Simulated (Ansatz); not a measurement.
Relaxation of H7NSeSi2 (11 atoms, charge 0, multiplicity 1), to a largest force component of 0.015 eV/Å in at most 40 steps.

These are results of Ansatz, RKS PBE/def2-SVP, not measurements.

```xyz
11
Properties=species:S:1:pos:R:3:forces:R:3
N -0.138 2.397 -0.964 -2.35 1.24 -0.83
Si -0.379 0.739 -0.452 -0.03 0.67 -0.30
Se -1.057 -0.441 -2.242 -0.23 0.33 -1.37
Si -1.228 -2.341 -1.082 1.37 0.04 1.46
H 0.062 2.986 -0.141 0.24 0.02 -0.03
H -1.130 2.783 -1.284 2.31 -0.85 0.54
H 0.864 0.167 0.038 0.80 -0.28 0.43
H -1.430 0.700 0.550 -0.71 -0.39 0.91
H -1.601 -3.475 -1.884 -0.44 -0.81 -0.85
H -2.142 -2.158 0.066 -0.43 -0.04 0.31
H 0.148 -2.666 -0.450 -0.52 0.08 -0.26
```

Problem. Where does it end, and by what steps?

Solution. It converged. After 16 steps the energy has fallen by 0.541 eV; H5 moved furthest, 0.93 Å.

| step | energy less start (eV) | largest force component (eV/Å) | accepted |
| --- | --- | --- | --- |
| 0 | 0.0000 | 2.348 | yes |
| 1 | -0.3458 | 0.942 | yes |
| 2 | -0.3974 | 0.449 | yes |
| 3 | -0.4158 | 0.755 | yes |
| 4 | -0.4315 | 0.493 | yes |
| 5 | -0.4706 | 0.239 | yes |
| 6 | -0.4832 | 0.750 | yes |
| 7 | -0.5081 | 0.315 | yes |
| 8 | -0.5056 | 0.358 | no |
| 9 | -0.5186 | 0.195 | yes |
| 10 | -0.5247 | 0.571 | yes |
| 11 | -0.5373 | 0.101 | yes |
| 12 | -0.4693 | 0.668 | no |
| 13 | -0.5402 | 0.075 | yes |
| 14 | -0.5405 | 0.056 | yes |
| 15 | -0.5404 | 0.045 | no |
| 16 | -0.5408 | 0.007 | yes |

```xyz
11
Properties=species:S:1:pos:R:3
N -0.532 2.469 -0.574
Si -0.156 0.789 -0.339
Se -0.495 -0.556 -2.218
Si -1.309 -2.372 -1.069
H 0.155 3.045 -1.067
H -1.480 2.727 -0.866
H 1.293 0.740 0.052
H -1.028 0.221 0.747
H -1.594 -3.423 -2.104
H -2.575 -2.039 -0.325
H -0.308 -2.911 -0.082
```

The run took 41 s on 2 threads of Arm Neoverse V1 (shared host), peak memory 0.17 GiB.
